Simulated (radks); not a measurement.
All-electron atom: the cerium ion Ce28+ in [Ar] 3d10 4d2 (not the ground configuration). Method: scalar-relativistic Kohn-Sham, SCAN, spin-polarised, spherical densities, finite nucleus; open shells are filled with parallel spins first (spin-orbit coupling, left out, can overturn this in heavy ions); meta-GGA in the generalised Kohn-Sham scheme; Fermi nuclear charge, rms radius 4.8771 fm; computed with a radial shooting solver on a logarithmic mesh with Libxc functionals.

Unscreened Slater integrals over Kohn-Sham orbitals (cm^-1). They are taken over the spin-up orbitals.

integral,value
"F0(4d,4d)",337980
"F2(4d,4d)",173040
"F4(4d,4d)",118220
"F0(4d,3d)",433780
"F2(4d,3d)",126180
"F4(4d,3d)",63231
"G0(4d,3d)",41218
"G2(4d,3d)",51759
"G4(4d,3d)",40610
"F0(4d,3p)",423850
"F2(4d,3p)",126530
"G1(4d,3p)",29976
"G3(4d,3p)",32041
"F0(4d,3s)",422680
"G2(4d,3s)",29324
"F0(3d,3d)",805520
"F2(3d,3d)",408770
"F4(3d,3d)",262560
"F0(3d,3p)",756890
"F2(3d,3p)",365800
"G1(3d,3p)",406430
"G3(3d,3p)",266240
"F0(3d,3s)",751550
"G2(3d,3s)",309920
"F0(3p,3p)",727900
"F2(3p,3p)",366730
"F0(3p,3s)",722740
"G1(3p,3s)",473510
"F0(3s,3s)",719100

Derived for the open shells (J is the average intra-shell exchange parameter used in DFT+U). 4d: Racah B = F2/49 - 5 F4/441 = 2191 cm^-1, C = 35 F4/441 = 9382 cm^-1, C/B = 4.28, F4/F2 = 0.683, J = (F2 + F4)/14 = 20800 cm^-1.
